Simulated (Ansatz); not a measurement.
CH9NOSi2 can be A, `CO[SiH2][SiH2]N`, or B, `C[SiH](N)[SiH2]O`.

Isolated molecules relaxed with PBE0-D4/def2-TZVP in Ansatz; ΔE leaves out vibrations. CCSD(T)/CBS is the MP2 limit (def2-TZVPP, def2-QZVPP) plus CCSD(T) − MP2 in def2-TZVPP, frozen cores. Functionals use def2-TZVPP. B3LYP here is the variant with VWN-RPA as its local correlation; programs differ in this. Each species was taken in one conformer, which may not be the lowest.

(1) Which isomer does CCSD(T)/CBS put lower? Give the gap. (Estimate.)

(2) Give E(B) − E(A) in kcal/mol with PBE-D4, B3LYP-D4, B3LYP, PBE0-D4, MP2/def2-TZVPP, CCSD/def2-TZVPP, r2SCAN-D4. (An estimate is asked.)

Largest T1 diagnostic: 0.011.

Answers

(1) The calculation gave: B, by 24.1 kcal/mol.

(2) Ansatz gave: PBE-D4 -23.8, B3LYP-D4 -22.1, B3LYP -21.5, PBE0-D4 -23.9, MP2/def2-TZVPP -25.0, CCSD/def2-TZVPP -22.7, r2SCAN-D4 -24.2. None reverses the order clearly.

In def2-TZVPP, CCSD(T) changes the Hartree–Fock value by −4.6 kcal/mol (the triples alone add −0.5 kcal/mol) and MP2 by −6.4 kcal/mol.
